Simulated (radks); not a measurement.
The numbers below are computed, except where a source is named.
Species: Er+. Configuration: [Xe] 4f12 5f1 (not the ground configuration). Level of theory: Dirac Kohn-Sham, PBEsol, spin-unpolarised, spherical densities, finite nucleus; open shells fill j = l - 1/2 first; Fermi nuclear charge, rms radius 5.2516 fm (a radial shooting solver on a logarithmic mesh with Libxc functionals). Some entries of the table are withheld. Estimate them.

orbital,occ.,eigenvalue (hartree),<1/r> (bohr^-1),<r^2> (bohr^2)
1s1/2,2,-2105.077,77.52,0.0005683
2s1/2,2,-353.7957,18.64,0.008781
2p1/2,2,-337.0798,18.62,0.006332
2p3/2,4,-303.4063,16.15,0.007551
3s1/2,2,-79.56190,6.822,0.05799
3p1/2,2,-72.21271,6.740,0.05365
3p3/2,4,-65.14136,6.108,0.06050
3d3/2,4,-52.54375,5.994,(1)
3d5/2,6,-50.99765,5.840,(2)
4s1/2,2,-15.99836,2.855,0.2920
4p1/2,2,-13.06082,2.746,0.3049
4p3/2,4,-11.46755,2.527,0.3431
4d3/2,4,-6.62773,2.305,0.3878
4d5/2,6,-6.33830,2.251,0.4030
5s1/2,2,-2.30684,1.065,1.769
5p1/2,2,-1.51372,0.9339,2.267
5p3/2,4,-1.31475,0.8572,2.626
4f5/2,6,-0.53477,1.662,(3)
4f7/2,6,-0.49488,1.633,(4)
5f5/2,1,-0.09066,0.1291,85.97
5f7/2,0,-0.09059,0.1292,86.14

Answer. 
(1) 3d3/2 <r^2> (bohr^2): 0.04765
(2) 3d5/2 <r^2> (bohr^2): 0.04955
(3) 4f5/2 <r^2> (bohr^2): 0.8951
(4) 4f7/2 <r^2> (bohr^2): 0.9460
